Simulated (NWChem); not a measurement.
FIn in NWChem

```xyz
2

In     0.0000     0.0000    -0.3111
F      0.0000     0.0000     1.6938
```
Charge 0, spin multiplicity 1.

All runs are NWChem calculations. The geometry was optimised at B3LYP/def2-SVP with def2 effective core potentials on In, a minimum by its harmonic frequencies.

Symmetry labels belong to the abelian group C2v used in the runs, with the axes of the coordinates shown; states degenerate in a higher group split over its labels.

Effective core potentials replace the inner electrons of In; spin-orbit coupling is left out. The structure started from a generated list of species.

List the lowest 3 singlet excitations that CIS/def2-SVPD with def2 effective core potentials on In gives, with oscillator strengths.


| state | symmetry | energy (eV) | wavelength (nm) | f |
|---|---|---|---|---|
| 1 | b1 | 5.60 | 221 | 0.566 |
| 2 | b2 | 5.60 | 221 | 0.566 |
| 3 | a1 | 7.03 | 176 | 0.666 |
